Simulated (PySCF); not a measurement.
# Electron correlation in F²⁺ (fluorine, charge +2)

[He] 2s2 2p3, high-spin 4S determinant. Calculation: PySCF 2.14, in aug-cc-pCVTZ-DK with one added diffuse shell each of s, p, d, f type (8s7p5d3f, 75 functions); scalar relativity by spin-free X2C-1e. Frozen: nothing; 7 electrons correlated.

```json
{"level": "CCSD", "correlation energy (mhartree)": "-172.50"}
{"level": "(T)", "correlation energy (mhartree)": "-1.44"}
{"level": "CCSD(T)", "correlation energy (mhartree)": "-173.94"}
```

Diagnostics: T1 = 0.0024, D1 = 0.0074, largest double amplitude 0.025.

Cost of the coupled-cluster step: roughly 13 core-seconds, for 7 correlated electrons.

Iterations:

```
CC2 = 0
CCSD nocc = (np.int64(5), np.int64(2)), nmo = (75, 75)
frozen orbitals [[], []]
max_cycle = 100
direct = 0
conv_tol = 1e-08
conv_tol_normt = 1e-06
diis_space = 8
diis_start_cycle = 0
Init t2, MP2 energy = -0.157750777346279
Init E_corr(UCCSD) = -0.157750777346345
cycle = 1  E_corr(UCCSD) = -0.16985913573688  dE = -0.0121083584  norm(t1,t2) = 0.0189453
cycle = 2  E_corr(UCCSD) = -0.171799043348022  dE = -0.00193990761  norm(t1,t2) = 0.005726
cycle = 3  E_corr(UCCSD) = -0.172529366639564  dE = -0.000730323292  norm(t1,t2) = 0.00211157
cycle = 4  E_corr(UCCSD) = -0.172496101931825  dE = 3.32647077e-05  norm(t1,t2) = 0.000258069
cycle = 5  E_corr(UCCSD) = -0.172500327946438  dE = -4.22601461e-06  norm(t1,t2) = 4.56887e-05
cycle = 6  E_corr(UCCSD) = -0.172500407514392  dE = -7.95679539e-08  norm(t1,t2) = 4.39787e-06
cycle = 7  E_corr(UCCSD) = -0.172500385364723  dE = 2.2149669e-08  norm(t1,t2) = 6.80283e-07
cycle = 8  E_corr(UCCSD) = -0.172500386619357  dE = -1.25463337e-09  norm(t1,t2) = 9.81185e-08
UCCSD converged
E(UCCSD) = -97.86479154776546  E_corr = -0.1725003866193566
UCCSD(T) correction = -0.00143973950736424
```
